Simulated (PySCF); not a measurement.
C$_{6}$H$_{12}$O (SMILES CC(=O)CC(C)C), singlet, geometry from GFN2-xTB. Base run: R2SCAN/3-21G run with PySCF.

Here is a job for PySCF.
```python
from pyscf import gto, scf, dft

mol = gto.Mole()
mol.atom = '''
    C    -2.113925   -1.456669    0.269347
    C    -1.125030   -0.300832    0.390015
    C    -1.705211    0.969445   -0.226354
    C     0.201297   -0.658378   -0.287527
    C     1.322639    0.299411    0.056256
    C     2.450170    0.314380   -0.947842
    O     1.328456    0.982740    1.047690
    H    -1.722123   -2.354277    0.743026
    H    -3.055297   -1.201083    0.749617
    H    -2.313941   -1.678770   -0.777421
    H    -0.921202   -0.111472    1.448519
    H    -1.911510    0.821399   -1.285317
    H    -2.634170    1.241470    0.268818
    H    -1.006954    1.795644   -0.118525
    H     0.077780   -0.707540   -1.371116
    H     0.528940   -1.646690    0.050451
    H     3.314985    0.828619   -0.537256
    H     2.116685    0.844812   -1.838424
    H     2.719522   -0.698173   -1.237268
'''
mol.basis = '3-21g'
mol.charge = 0
mol.spin = 0
mol.verbose = 4
mol.build()

mf = dft.RKS(mol)
mf.xc = 'r2scan'
mf.kernel()
```

The base run was repeated with changes; each row names its change, and settings that it needs were set with it.

```tsv
change	ΔE vs base (mEh)	fitting functions	dipole (D)
base	0.000	-	2.41
auxbasis = def2-svp-ri	-15.806	504	2.41
auxbasis = cc-pvtz-jkfit	-0.231	913	2.41
auxbasis = cc-pvdz-jkfit	-0.401	766	2.41
auxbasis = even-tempered beta=3.0	-18.525	307	2.43
auxbasis = def2-universal-jkfit	-0.386	743	2.41
auxbasis = cc-pvqz-jkfit	-0.130	1354	2.41
auxbasis = cc-pvtz-ri	-0.337	927	2.41
auxbasis = default (with mf = mf.density_fit())	-0.386	743	2.41
auxbasis = def2-universal-jfit	-0.694	475	2.41
```

A fitting set is made for a task (jfit for Coulomb, jkfit for Coulomb and exchange, ri for correlation) and for a family of orbital bases.
